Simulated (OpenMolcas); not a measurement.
**Lines of Ag⁵⁺: computed and rescaled rates**

| Property | Result |
| --- | --- |
| Program | OpenMolcas |
| Method | CASSCF |
| Basis | ANO-RCC-VTZP [7s6p4d2f1g] |
| Scalar Hamiltonian | DKH2, point nucleus |
| Active space | 6 electrons in 10 orbitals (4d 5d) |
| State averaging | 2S+1 = 5 even, 5 roots; 2S+1 = 3 even, 45 roots; 2S+1 = 1 even, 49 roots |
| Spin-orbit coupling | state interaction with AMFI integrals over the reference wave functions, term energies averaged over their components |

Rates come from the transition moments of the reference wave functions (E1 and E2 in the length form). At fixed line strength A goes as λ^-3 for E1 and M1 and as λ^-5 for E2, so a rate at the computed wavelength can be rescaled to the measured one. Measured vacuum wavelengths follow from level energies in the list in Gamrath, thesis, University of Mons (2023). Branching counts decays inside the model space alone, at computed energies, and the table is only a selection of the E2 and M1 lines, drawn from those between levels with measured partners whose computed energy lies within a factor of 1.5 of the measured one.

```tsv
Upper	Lower	Type	λ computed (nm)	λ measured (nm)	A computed (s-1)	A rescaled (s-1)	Branching %
4d⁶ ⁵D₀	4d⁶ ⁵D₁	M1	23590	22780	1.20e-02	1.33e-02	100.0
4d⁶ ⁵D₁	4d⁶ ⁵D₂	M1	10970	10120	6.96e-02	8.87e-02	100.0
4d⁶ ⁵D₂	4d⁶ ⁵D₃	M1	7623	7933	1.42e-01	1.26e-01	100.0
4d⁶ ⁵D₃	4d⁶ ⁵D₄	M1	4017	3714	5.31e-01	6.72e-01	100.0
4d⁶ ³G₅	4d⁶ ³H₅	M1	1487	1627	1.08e+00		32.5
4d⁶ ³P₁(1)	4d⁶ ³P₂(1)	M1	1415	1391	8.48e+00	8.93e+00	28.6
4d⁶ ³G₅	4d⁶ ³H₆	M1	1375	1551	1.92e+00		57.8
4d⁶ ¹I₆	4d⁶ ³H₅	M1	764.7	807.6	1.70e+00		34.3
4d⁶ ³D₂	4d⁶ ³P₂(1)	M1	752.4	861.4	1.90e+00		25.4
4d⁶ ¹I₆	4d⁶ ³H₆	M1	734.1	788.5	3.20e+00		64.7
4d⁶ ¹G₄(1)	4d⁶ ³H₅	M1	595.9	638.2	6.20e+00		30.8
4d⁶ ¹D₂(1)	4d⁶ ³F₃(1)	M1	486	590.6	7.45e+00		34.6
4d⁶ ³P₂(1)	4d⁶ ⁵D₃	M1	442.2	545	1.71e+01		85.3
4d⁶ ³H₆	4d⁶ ⁵D₄	E2	415.1	464.8	1.76e-04		100.0
4d⁶ ³H₅	4d⁶ ⁵D₄	M1	405.9	458.5	3.96e-02		72.6
4d⁶ ³F₂(1)	4d⁶ ⁵D₂	M1	393.8	468.3	3.20e+00		56.8
4d⁶ ³F₃(1)	4d⁶ ⁵D₃	M1	390.4	459.8	6.37e+00		59.1
4d⁶ ³P₁(1)	4d⁶ ⁵D₂	M1	352.5	411.9	1.54e+01		52.0
4d⁶ ³G₃	4d⁶ ⁵D₃	M1	317.1	361.4	1.56e+00		27.6
4d⁶ ³G₄	4d⁶ ⁵D₄	M1	300	337.2	1.96e+00		49.4
4d⁶ ³D₁	4d⁶ ⁵D₁	M1	291.6	349.4	5.08e+00		48.6
4d⁶ ³D₂	4d⁶ ⁵D₂	M1	289.1	348.5	3.57e+00		47.8
4d⁶ ³D₃	4d⁶ ⁵D₄	M1	254.9	298.4	7.10e+00		52.1
4d⁶ ³P₁(2)	4d⁶ ⁵D₂	M1	174.2	209.6	1.32e+01		42.0
4d⁶ ³P₂(2)	4d⁶ ⁵D₃	M1	157.4	185.8	9.10e+00		32.2
```

Spin-changing lines and M1 lines between different terms are not rescaled, since their strength hangs on the term gaps too.

The largest correction is for 4d⁶ ⁵D₁ → 4d⁶ ⁵D₂ (M1): 6.96e-02 × (10970 / 10120)^3 = 8.87e-02 s-1, a factor of 1.27.

The computed order of these levels differs from the measured one in 3 places, and where term gaps are wrong the rates of spin-changing lines can be off by large factors.

These are rates of the free ion; in crystals, glasses and complexes forced electric-dipole and non-radiative decay shorten such lifetimes by orders of magnitude. No measured rate stands beside these. Rescaling mends the energy factor alone: line strengths can still be far off where a level mixes with configurations outside the active space, and weak or spin-changing lines hang on small mixing coefficients that depend on the term gaps too, so rescaling need not improve them.

Without dynamic correlation excited terms often stand tens of per cent too high (terms of higher spin than the ground term too low), and those without a measured partner can miss by more than the paired ones. Active for correlation alone: 5d; no level in the range computed is led by a configuration that fills it, so any true level of that kind is missing. Measured partners are found by configuration, term and J. A level has none where our copy of the source lacks it or the pairing is in doubt (some pairs that miss far off the trend of their configuration count as doubtful). Levels of configurations outside the active space are missing.

A number in round brackets counts repeated terms of one configuration in the order of the reference energies.
